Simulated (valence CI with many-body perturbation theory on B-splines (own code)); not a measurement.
E1 line list for Lu LXVI

Level of theory: configuration interaction combined with many-body perturbation theory (CI+MBPT): four valence electrons over a frozen Dirac-Fock core [He], a basis of 11 s, 11 p, 9 d, 7 f, 5 g, 2 h, 1 i functions for each j, with the one-electron correlation potential Σ1 (screened to all orders), the two-electron term Σ2, the three-electron term Σ3, Breit, model QED; selected single and double excitations, second order for the rest (own B-spline code, finite nucleus).

No measured spectrum was set against this ion. As an estimate, large intervals hold to a few tenths of a per cent, small ones and those within an open d or f shell to about a per cent. Among the levels kept, up to 290 cm⁻¹ of a level comes from second order outside the variational space, and about a tenth of that is noise between levels of different J, which matters for small intervals.

Lines 101 to 150 of 250 in falling wavelength, among levels below 11529 eV, chosen from the strongest by gf and those to the six lowest levels. Wavelengths and rates use the calculated energies. Electric multipoles are in the length gauge, E1 and E2 with the static RPA response of the core. Weak lines are less certain than strong ones. Lines between different terms over intervals too small for the method are left out, as are lines whose strength nearly cancels. The highest levels of a list are the least certain.

Levels are named by their leading jj configuration (3d3/2^4 stands for four electrons in 3d with j = 3/2), which in mixed levels can hold well under half, so a name can repeat and another be missing. Letters in brackets count levels of one name in rising energy.

```tsv
λ vac (Å)	Upper	Lower	A (s⁻¹)	S (a.u.) with core polarisation	S without
1.510	(2p1/2^2 2p3/2 3s) J=1	(2p1/2^2 2p3/2^2) J=2	1.45e+14	7.39e-04	7.38e-04
1.504	(2s 2p1/2 2p3/2 3s) J=3	(2s 2p1/2 2p3/2^2) J=3	8.40e+13	9.87e-04	9.86e-04
1.502	(2s 2p1/2^2 3s) J=1	(2s 2p1/2^2 2p3/2) J=2	1.57e+14	7.90e-04	7.89e-04
1.500	(2s^2 2p1/2 3s) J=1	(2s^2 2p1/2 2p3/2) J=2	1.53e+14	7.66e-04	7.65e-04
1.500	(2s 2p1/2 2p3/2 3s) J=2 [b]	(2s 2p1/2 2p3/2^2) J=3	1.30e+14	1.08e-03	1.08e-03
1.498	(2s^2 2p1/2 3s) J=0	(2s^2 2p1/2 2p3/2) J=1	1.87e+14	3.09e-04	3.09e-04
1.497	(2s^2 2p3/2 3s) J=2	(2s^2 2p3/2^2) J=2	9.61e+13	7.96e-04	7.95e-04
1.497	(2s^2 2p1/2 3s) J=1	(2s^2 2p1/2 2p3/2) J=1	3.00e+13	1.49e-04	1.49e-04
1.496	(2s^2 2p3/2 3s) J=1	(2s^2 2p3/2^2) J=2	1.58e+14	7.85e-04	7.83e-04
1.428	(2s 2p1/2^2 3d3/2) J=1	(2s 2p1/2^2 2p3/2) J=1	1.61e+14	6.94e-04	6.95e-04
1.427	(2s 2p1/2^2 3d3/2) J=2	(2s 2p1/2^2 2p3/2) J=1	4.93e+12	3.53e-05	3.54e-05
1.417	(2s 2p1/2 2p3/2 3d5/2) J=2 [a]	(2s 2p1/2 2p3/2^2) J=1 [a]	1.15e+14	8.09e-04	8.09e-04
1.415	(2s 2p1/2 2p3/2 3d3/2) J=2 [a]	(2s 2p1/2 2p3/2^2) J=2 [a]	1.13e+14	7.90e-04	7.91e-04
1.414	(2s 2p1/2^2 3d3/2) J=1	(2s 2p1/2^2 2p3/2) J=2	3.72e+13	1.56e-04	1.56e-04
1.414	(2s^2 2p1/2 3d3/2) J=2	(2s^2 2p1/2 2p3/2) J=2	2.02e+14	1.41e-03	1.41e-03
1.413	(2s 2p1/2^2 3d3/2) J=2	(2s 2p1/2^2 2p3/2) J=2	2.36e+14	1.64e-03	1.64e-03
1.413	(2s 2p1/2 2p3/2 3d3/2) J=2 [b]	(2s 2p1/2 2p3/2^2) J=3	1.61e+14	1.12e-03	1.12e-03
1.412	(2s 2p1/2 2p3/2 3d5/2) J=3 [b]	(2s 2p1/2 2p3/2^2) J=2 [b]	1.08e+14	1.05e-03	1.05e-03
1.412	(2s 2p1/2 2p3/2 3d5/2) J=1 [a]	(2s 2p1/2 2p3/2^2) J=1 [a]	3.04e+14	1.27e-03	1.27e-03
1.411	(2s 2p1/2 2p3/2 3d5/2) J=2 [b]	(2s 2p1/2 2p3/2^2) J=1 [b]	3.39e+14	2.35e-03	2.36e-03
1.411	(2s 2p1/2 2p3/2 3d5/2) J=2 [b]	(2s 2p1/2 2p3/2^2) J=2 [b]	5.57e+14	3.86e-03	3.86e-03
1.411	(2s^2 2p1/2 3d3/2) J=2	(2s^2 2p1/2 2p3/2) J=1	2.20e+13	1.52e-04	1.52e-04
1.409	(2s 2p1/2 2p3/2 3d5/2) J=1 [b]	(2s 2p1/2 2p3/2^2) J=1 [b]	8.65e+14	3.59e-03	3.59e-03
1.409	(2s^2 2p1/2 3d3/2) J=1	(2s^2 2p1/2 2p3/2) J=2	3.49e+13	1.45e-04	1.45e-04
1.409	(2s 2p1/2 2p3/2 3d5/2) J=1 [b]	(2s 2p1/2 2p3/2^2) J=2 [b]	2.69e+14	1.11e-03	1.11e-03
1.409	(2s 2p1/2 2p3/2 3d5/2) J=1 [a]	(2s 2p1/2 2p3/2^2) J=0	7.63e+14	3.16e-03	3.16e-03
1.409	(2s^2 2p3/2 3d3/2) J=2	(2s^2 2p3/2^2) J=2	1.09e+14	7.49e-04	7.50e-04
1.409	(2s 2p1/2^2 3d5/2) J=2	(2s 2p1/2^2 2p3/2) J=1	1.13e+15	7.77e-03	7.78e-03
1.408	(2s 2p1/2 2p3/2 3d5/2) J=0	(2s 2p1/2 2p3/2^2) J=1 [b]	1.24e+15	1.72e-03	1.72e-03
1.407	(2s^2 2p3/2 3d3/2) J=3	(2s^2 2p3/2^2) J=2	1.87e+13	1.80e-04	1.80e-04
1.407	(2s^2 2p3/2 3d3/2) J=1	(2s^2 2p3/2^2) J=2	2.46e+14	1.01e-03	1.01e-03
1.406	(2s^2 2p1/2 3d3/2) J=1	(2s^2 2p1/2 2p3/2) J=1	1.94e+14	7.98e-04	7.99e-04
1.399	(2s 2p1/2 2p3/2 3d3/2) J=2 [c]	(2s 2p1/2 2p3/2^2) J=2 [a]	2.70e+14	1.82e-03	1.82e-03
1.399	(2s^2 2p3/2 3d5/2) J=1	(2s^2 2p3/2^2) J=0	1.30e+15	5.26e-03	5.26e-03
1.398	(2s 2p1/2 2p3/2 3d5/2) J=3 [b]	(2s 2p1/2 2p3/2^2) J=3	9.79e+14	9.24e-03	9.25e-03
1.398	(2s 2p1/2^2 3d5/2) J=3	(2s 2p1/2^2 2p3/2) J=2	1.26e+15	1.19e-02	1.19e-02
1.397	(2s 2p1/2 2p3/2 3d5/2) J=4 [b]	(2s 2p1/2 2p3/2^2) J=3	1.64e+15	1.99e-02	1.99e-02
1.397	(2s 2p1/2 2p3/2 3d3/2) J=3 [c]	(2s 2p1/2 2p3/2^2) J=2 [a]	7.25e+13	6.83e-04	6.84e-04
1.397	(2s 2p1/2 2p3/2 3d5/2) J=2 [a]	(2s 2p1/2 2p3/2^2) J=2 [a]	5.07e+14	3.41e-03	3.41e-03
1.397	(2s^2 2p1/2 3d5/2) J=2	(2s^2 2p1/2 2p3/2) J=2	1.35e+14	9.07e-04	9.07e-04
1.397	(2s 2p1/2 2p3/2 3d5/2) J=3 [a]	(2s 2p1/2 2p3/2^2) J=2 [a]	1.63e+15	1.53e-02	1.53e-02
1.396	(2s 2p1/2 2p3/2 3d5/2) J=2 [b]	(2s 2p1/2 2p3/2^2) J=3	1.61e+14	1.08e-03	1.08e-03
1.396	(2s^2 2p1/2 3d5/2) J=3	(2s^2 2p1/2 2p3/2) J=2	1.27e+15	1.19e-02	1.19e-02
1.395	(2s 2p1/2^2 3d5/2) J=2	(2s 2p1/2^2 2p3/2) J=2	9.13e+13	6.12e-04	6.12e-04
1.394	(2s^2 2p3/2 3d5/2) J=2	(2s^2 2p3/2^2) J=2	9.55e+14	6.38e-03	6.38e-03
1.394	(2s^2 2p1/2 3d5/2) J=2	(2s^2 2p1/2 2p3/2) J=1	1.16e+15	7.77e-03	7.78e-03
1.394	(2s 2p1/2 2p3/2 3d3/2) J=2 [d]	(2s 2p1/2 2p3/2^2) J=2 [a]	1.25e+14	8.37e-04	8.37e-04
1.393	(2s 2p1/2 2p3/2 3p3/2) J=3 [a]	(2s^2 2p3/2^2) J=2	9.71e+13	9.08e-04	9.09e-04
1.392	(2s 2p1/2 2p3/2 3p3/2) J=1 [a]	(2s^2 2p3/2^2) J=2	3.85e+12	1.54e-05	1.54e-05
1.391	(2s 2p1/2 2p3/2 3d5/2) J=3 [b]	(2s 2p1/2 2p3/2^2) J=2 [a]	1.63e+14	1.52e-03	1.52e-03
```
